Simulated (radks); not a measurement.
Values are calculated unless marked as measured or tabulated.
Polarisability of the cerium ion Ce3+, [Xe] 4f1, at imaginary frequency. Level of theory: scalar-relativistic Kohn-Sham, LDA (Slater exchange, VWN5 correlation), spin-polarised, spherical densities, finite nucleus; open shells are filled with parallel spins first (spin-orbit coupling, left out, can overturn this in heavy ions); Fermi nuclear charge, rms radius 4.8771 fm (a radial shooting solver on a logarithmic mesh with Libxc functionals). Response by self-consistent Sternheimer equations with the Hartree and adiabatic LDA kernel, the relativistic mass of each level held fixed and spin-orbit coupling left out.

w (hartree)  alpha1(iw) (bohr^3)
0.00266                    7.599
0.0143                     7.596
0.0360                     7.579
0.0697                     7.527
0.118                      7.412
0.186                      7.207
0.280                      6.878
0.413                      6.354
0.605                      5.536
0.892                      4.379
1.35                       3.026
2.12                       1.787
3.59                      0.8908
6.94                      0.3425
17.5                     0.07731

Static values: alpha1 = 7.599 bohr^3 (1.126 angstrom^3; uncoupled 13.40). C6 = 46.73, triple-dipole C9 = 249.8 atomic units. One-pole (London) frequency 4 C6 / (3 alpha1^2) = 1.079 hartree, against 1.077 for minus the highest occupied eigenvalue.
